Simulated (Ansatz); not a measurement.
`N[CH]([SiH3])[ZnH]` and `CNC(N)[SiH3]` differ in one atom or group.

Ansatz, PBE0-D4/def2-TZVP geometries, multiplicity 1. Each molecule was computed in one conformer, which needn't be the lowest.

Scalar relativity is left out up to krypton.

```
                                          property  `N[CH]([SiH3])[ZnH]`
               LUMO energy (B3LYP/def2-TZVPP) / eV                 -0.98
               HOMO energy (B3LYP/def2-TZVPP) / eV                 -5.83
             LUMO energy (ωB97M-V/def2-TZVPP) / eV                  0.65
  size of the dipole moment (B3LYP/def2-TZVPP) / D                  1.27
                LUMO energy (PBE0/def2-TZVPP) / eV                 -0.72
size of the dipole moment (ωB97M-V/def2-TZVPP) / D                  1.34
```

(1) What does the change do to each property? (Best estimate.)

Answers

(1) The calculation gave: 
| property | `CNC(N)[SiH3]` | shift |
| --- | --- | --- |
| LUMO energy (B3LYP/def2-TZVPP) / eV | 0.34 | 1.32 |
| HOMO energy (B3LYP/def2-TZVPP) / eV | -6.15 | -0.32 |
| LUMO energy (ωB97M-V/def2-TZVPP) / eV | 2.16 | 1.51 |
| size of the dipole moment (B3LYP/def2-TZVPP) / D | 1.35 | 0.08 |
| LUMO energy (PBE0/def2-TZVPP) / eV | 0.60 | 1.32 |
| size of the dipole moment (ωB97M-V/def2-TZVPP) / D | 1.33 | -0.01 |

With PBE0 the HOMO falls by 0.34 eV and the LUMO rises by 1.32 eV, so the gap widens by about 1.66 eV. PBE moves the HOMO by -0.17 eV and ωB97M-V by -0.45 eV. Dipoles are sizes alone; their direction can turn.

B3LYP here is the variant with VWN-RPA as its local correlation; programs differ in this.
